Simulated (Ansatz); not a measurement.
Name a neutral molecule of Cl, N, O, V and H with HOMO–LUMO gap (ωB97M-V/def2-TZVPP) between 9.40 and 9.70 eV and HOMO energy (ωB97M-V/def2-TZVPP) between -10.95 and -10.65 eV (Ansatz, PBE0-D4/def2-TZVP geometry).

`[NH2][V](=[O])([Cl])[Cl]` (9.63 eV, -10.87 eV). Other molecules can fit too; these were computed, each in one conformer that needn't be the lowest.
